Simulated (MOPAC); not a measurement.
MOPAC input (MNDO):

```
MNDO PRECISE GNORM=0.05 LET XYZ UHF MS=0.5 GEO-OK AUX(PRECISION=9) THREADS=1
C4H9O

C    -1.69516983 1   -0.80157911 1   -0.33139044 1
C    -0.47561349 1    0.00810272 1   -0.06309609 1
C    -0.47068809 1    1.45301965 1   -0.41825208 1
C     0.81948685 1   -0.70535522 1    0.08989597 1
O     1.73869681 1    0.08645184 1    0.84513256 1
H    -2.60064722 1   -0.26516685 1   -0.03614822 1
H    -1.67555779 1   -1.75791631 1    0.19622980 1
H    -1.80966094 1   -1.03087530 1   -1.40384830 1
H    -0.38915510 1    1.59724945 1   -1.50894542 1
H     0.36931258 1    1.97223319 1    0.04085937 1
H    -1.39916548 1    1.94000292 1   -0.11021969 1
H     0.65231241 1   -1.67533249 1    0.57625570 1
H     1.25300964 1   -0.91975743 1   -0.90657597 1
H     2.62188484 1   -0.27717995 1    0.72838816 1
```

From the output:

```
                                                       MOPAC v23.2.5 Linux

          FINAL HEAT OF FORMATION =        -52.25321 KCAL/MOL =    -218.62744 KJ/MOL

          COSMO AREA              =        123.77 SQUARE ANGSTROMS
          COSMO VOLUME            =        110.85 CUBIC ANGSTROMS

          GRADIENT NORM           =          0.03055          =       0.00816 PER ATOM
          IONIZATION POTENTIAL    =          9.412737 EV
          ALPHA SOMO LUMO (EV)    =         -9.413  3.566
          BETA  SOMO LUMO (EV)    =        -11.286  0.651
          NO. OF ALPHA ELECTRONS  =         16
          NO. OF BETA  ELECTRONS  =         15
          MOLECULAR WEIGHT        =         73.1145         POINT GROUP:  C1

          MOLECULAR DIMENSIONS (Angstroms)

            Atom       Atom       Distance
            H    14    H    11     5.12846
            H    10    H     7     4.07034
            H     9    H     6     2.76465

          SCF CALCULATIONS        =        195

   ATOM   CHEMICAL          X               Y               Z
  NUMBER   SYMBOL      (ANGSTROMS)     (ANGSTROMS)     (ANGSTROMS)

     1       C         -1.57132249  *  -0.75473372  *   0.06221048  *
     2       C         -0.38918531  *   0.08683301  *  -0.29185868  *
     3       C         -0.58293119  *   1.47815791  *  -0.80129623  *
     4       C          1.01613317  *  -0.45670747  *  -0.13836894  *
     5       O          1.36981633  *  -0.48430924  *   1.21370886  *
     6       H         -2.07744541  *  -0.35374790  *   0.96697507  *
     7       H         -1.30334578  *  -1.81006438  *   0.27262693  *
     8       H         -2.31387692  *  -0.76553897  *  -0.76469498  *
     9       H         -0.28801982  *   1.54605801  *  -1.87132422  *
    10       H          0.03312156  *   2.20692292  *  -0.23311742  *
    11       H         -1.63760279  *   1.81416647  *  -0.72811866  *
    12       H          1.07367307  *  -1.48406790  *  -0.59420507  *
    13       H          1.74735628  *   0.16249011  *  -0.72712089  *
    14       H          2.24091854  *  -0.83755294  *   1.32773895  *

                             CARTESIAN COORDINATES

   1    C       -1.571322490    -0.754733716     0.062210478
   2    C       -0.389185313     0.086833011    -0.291858679
   3    C       -0.582931193     1.478157909    -0.801296228
   4    C        1.016133171    -0.456707465    -0.138368939
   5    O        1.369816326    -0.484309245     1.213708856
   6    H       -2.077445411    -0.353747900     0.966975074
   7    H       -1.303345779    -1.810064378     0.272626933
   8    H       -2.313876923    -0.765538967    -0.764694983
   9    H       -0.288019815     1.546058010    -1.871324219
  10    H        0.033121560     2.206922919    -0.233117418
  11    H       -1.637602789     1.814166471    -0.728118665
  12    H        1.073673067    -1.484067896    -0.594205072
  13    H        1.747356276     0.162490114    -0.727120892
  14    H        2.240918537    -0.837552942     1.327738952

           Empirical Formula: C4 H9 O  =    14 atoms

      MOLECULAR POINT GROUP   :   C1

          ALPHA EIGENVALUES
 -42.52650 -37.22010 -29.62207 -27.74283 -20.26706 -18.76880 -15.83243 -15.45992
 -14.75644 -13.87927 -13.83811 -13.72718 -12.88266 -12.37691 -11.31387  -9.41274
   3.56557   3.58172   4.16450   4.17673   4.24469   4.41148   4.50090   4.69386
   4.83167   5.06329   5.75256   5.96831   6.72165

           BETA EIGENVALUES
 -42.35851 -36.58266 -29.65210 -27.71187 -19.51190 -18.68808 -15.76952 -15.32669
 -14.38018 -13.81201 -13.79602 -13.61292 -12.76383 -12.24559 -11.28593   0.65137
   3.58169   3.69947   4.17157   4.20191   4.31412   4.55089   4.82245   4.87958
   5.22139   5.39009   5.91696   6.13399   6.74540

              NET ATOMIC CHARGES AND DIPOLE CONTRIBUTIONS

  ATOM NO.   TYPE          CHARGE      No. of ELECS.   s-Pop       p-Pop
    1          C           0.081746        3.9183     1.20544     2.71282
    2          C          -0.185773        4.1858     1.26380     2.92197
    3          C           0.076835        3.9232     1.20619     2.71697
    4          C           0.211355        3.7886     1.20589     2.58276
    5          O          -0.320736        6.3207     1.82024     4.50050
    6          H           0.006375        0.9936     0.99363
    7          H          -0.002772        1.0028     1.00277
    8          H          -0.005028        1.0050     1.00503
    9          H          -0.002511        1.0025     1.00251
   10          H           0.003778        0.9962     0.99622
   11          H          -0.002951        1.0030     1.00295
   12          H          -0.018978        1.0190     1.01898
   13          H          -0.020757        1.0208     1.02076
   14          H           0.179416        0.8206     0.82058
 DIPOLE           X         Y         Z       TOTAL
 POINT-CHG.     0.132    -0.121    -0.677     0.701
 HYBRID         0.636    -0.280    -0.334     0.771
 SUM            0.769    -0.401    -1.011     1.332

          ATOMIC ORBITAL ELECTRON POPULATIONS

     Atom    s        px        py        pz
    1  C   1.20544   0.89320   0.90559   0.91403
    2  C   1.26380   0.94119   0.96582   1.01496
    3  C   1.20619   0.91990   0.88675   0.91032
    4  C   1.20589   0.89361   0.90045   0.78869
    5  O   1.82024   1.34807   1.86425   1.28818
    6  H   0.99363
    7  H   1.00277
    8  H   1.00503
    9  H   1.00251
   10  H   0.99622
   11  H   1.00295
   12  H   1.01898
   13  H   1.02076
   14  H   0.82058

                    (SZ)    =    0.500000
                    (S**2)  =    0.760693

          ATOMIC ORBITAL SPIN POPULATIONS

    Atom   Total    s     px     py     pz
         Atomic
    1  C -0.0861 -0.008 -0.037 -0.019 -0.022
    2  C  1.0718  0.058  0.048  0.157  0.808
    3  C -0.0861 -0.009 -0.008 -0.044 -0.025
    4  C -0.0692 -0.008 -0.038 -0.013 -0.010
    5  O  0.0197  0.001  0.001  0.000  0.018
    6  H  0.0367  0.037
    7  H  0.0052  0.005
    8  H  0.0254  0.025
    9  H  0.0355  0.036
   10  H  0.0257  0.026
   11  H  0.0054  0.005
   12  H  0.0137  0.014
   13  H  0.0032  0.003
   14  H -0.0008 -0.001

 **********************
 *                    *
 * JOB ENDED NORMALLY *
 *                    *
 **********************

 == MOPAC DONE ==
```

The geometry given is a B3LYP-D3(BJ)/def2-TZVP minimum.
